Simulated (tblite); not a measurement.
C6H12Si.
Atom-mapped SMILES: `[SiH3:1][CH2:2][C:3]1=[CH:4][CH2:5][CH2:6][CH2:7]1` (hydrogens: H8, H9, H10 on Si1; H11, H12 on C2; H13 on C4; H14, H15 on C5; H16, H17 on C6; H18, H19 on C7)

Computed with GFN2-xTB (tblite), gas phase: nudged elastic band of 9 images (0 to 8), spring 0.2 eV/Å², climbing image at the end, force threshold 0.05 eV/Å. The top image wasn't refined or checked by frequencies; at this threshold it can lie a kcal/mol or more above the true saddle point of the method.

The band describes a rotation about C2–C3 (sp3 carbon bound to silicon, fully substituted alkene carbon), followed by the dihedral Si1–C2–C3–C7, from the optimised start (-72°) to a second optimised geometry at 81°.

Task: Give the energy profile along the converged band.

Result: 
```
image  dihedral (°)  E (eV)  C2–C3 (Å)  Si1···C7 (Å)  largest true force (eV/Å)
    0           -72   0.000      1.485          3.51                       0.01
    1           -54   0.015      1.486          3.33                       0.02
    2           -36   0.057      1.490          3.21                       0.03
    3           -17   0.111      1.496          3.16                       0.03
    4             3   0.129      1.498          3.15                       0.04
    5            23   0.103      1.495          3.20                       0.05
    6            42   0.063      1.490          3.30                       0.05
    7            61   0.024      1.486          3.44                       0.03
    8            81  -0.002      1.485          3.59                       0.01
```

Barriers of this band. The top is image 4 at 3°: 0.13 eV in either direction, as the ends lie within 0.002 eV of each other. The central bond is 0.013 Å longer at the top than at the start.

Task: What rate follows at 200 K for crossing this barrier forward?

Result: Taking the electronic barrier for the free energy of activation (no zero-point or entropy terms, transmission 1), rate = (kT/h)·exp(−ΔE/kT) ≈ 2 × 10^9 s⁻¹, whose inverse is 4 × 10^-10 s. An error of 1 kcal/mol in the barrier changes this by a factor of 12, and the method and the loose band can each miss by that much or more.

Task: How long is the path, and how are the images spaced?

Result: Cartesian distances between aligned neighbours (all atoms, Å): 1.05, 1.05, 1.05, 1.04, 1.06, 1.06, 1.10, 1.15; the sum is 8.56 Å, and the top lies 49 % of the way along.

What follows is the cost of the whole band run. Rough CPU time on one thread of a shared machine: about 15 s.
